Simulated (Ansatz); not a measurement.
Input for Ansatz (an electronic-structure program): R-wB97X-V/def2-TZVPPD on N2 (SMILES N#N) with ghost functions, monomers drawn apart or pushed together. Files ending in .json are basis or fitting sets from the Basis Set Exchange.

Ansatz 0.2 input:
```yaml
crystal:
  periodic: [false, false, false]
  atoms:
    - {symbol: N, position_ang: [-0.34839498, 0.36281176, -0.32613753]}
    - {symbol: N, position_ang: [0.36657889, -0.35850908, 0.07092464]}
basis:
  gaussian:
    orbitals: def2-TZVPPD.json
    ghost_atoms:
      - {symbol: C, position_ang: [0.19604217, -0.49762381, 4.12278018]}
      - {symbol: O, position_ang: [-0.66479050, 0.43710603, 3.48580888]}
      - {symbol: H, position_ang: [0.89322534, -0.01149837, 4.81398761]}
      - {symbol: H, position_ang: [0.77278058, -0.98029945, 3.33541583]}
      - {symbol: H, position_ang: [-0.36186518, -1.26880104, 4.66517340]}
      - {symbol: H, position_ang: [-1.19095737, 0.88162162, 4.15739526]}
hamiltonian:
  xc: {name: wB97X-V}
scf: {lower_state_search: off}
```

It printed:

```
WARN ansatz: RAYON_NUM_THREADS=1 ignored (pool sized by the plan → 1); use --threads N
Functional definition: wB97X-V
these checks for a lower state are left out or cut short: stability, starts, cluster_reference, orbital_swaps, neighbouring_geometries, increment
integrals: 0.13 GiB planned
904 factors; their error is unknown
integrals: 0.16 GiB planned
279 factors; integrals over basis functions are off by at most 3.1e-5 eV
mean field: 1.11 GiB planned
mean field evaluation 1: about -2980.3175 eV, gradient 1.6e1 eV
mean field evaluation 2: about -2980.6802 eV, gradient 6.0e0 eV
mean field evaluation 4: about -2980.7408 eV, gradient 8.5e-2 eV
mean field evaluation 8: about -2980.7497 eV, gradient 1.6e-3 eV
mean field -2980.74970139 eV, -109.5405311015 hartree, gradient 6.2e-6 eV, S^2 0.000000; 0 other end points of the search recorded, 0 dependent functions left out
reference -2980.74970004 eV, -109.5405310517 hartree; 7, 7 occupied and 212, 212 virtual orbitals, 904 factors
Total energy: -2980.74970004 eV, -109.5405310517 hartree
Checks for a lower state left out: stability, starts, cluster_reference, orbital_swaps, neighbouring_geometries, increment
```

The run converged.

Cost: roughly 4 core-seconds.
